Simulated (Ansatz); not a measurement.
BClFHSe, SMILES `FB(Cl)[SeH]`. The species carries charge 0 and has multiplicity 1.

```xyz
5

F    -1.826   -0.294   -0.256
B    -0.539   -0.246    0.022
Cl    0.160   -1.529    0.983
Se    0.468    1.258   -0.665
H     1.737    0.810   -0.084
```

Task: What are the harmonic wavenumbers in cm⁻¹ at PBE0-D4/def2-TZVP (Ansatz, finite differences of forces, unscaled)? (Estimate.)

Result: The calculation gave: 207, 296, 324, 479, 491, 733, 967, 1318, 2467.

Task: Is this a minimum?

Result: Yes, all 9 modes are real.

Task: Give the ideal-gas thermochemistry at 298.15 K and 1 bar (rigid rotor, harmonic oscillator; point group Cs, symmetry number 1).

Result: Zero-point energy 43.6 kJ/mol; H(298) − E = 58.7 kJ/mol; entropy 313.0 J/(mol·K), of which translation 170.9, rotation 114.5, vibration 27.6; G(298) − E = -34.6 kJ/mol.

Task: And at 400, 500, 600, 800 and 1000 K?

Result: 
```csv
T (K),H − E (kJ/mol),S (J/mol/K),G − E (kJ/mol)
400,66.4,335.1,-67.7
500,74.6,353.3,-102.1
600,83.2,369.1,-138.2
800,101.6,395.5,-214.8
1000,120.8,416.9,-296.1
```

Task: Rotational constants (cm⁻¹)?

Result: 0.2146, 0.06085, 0.04741.
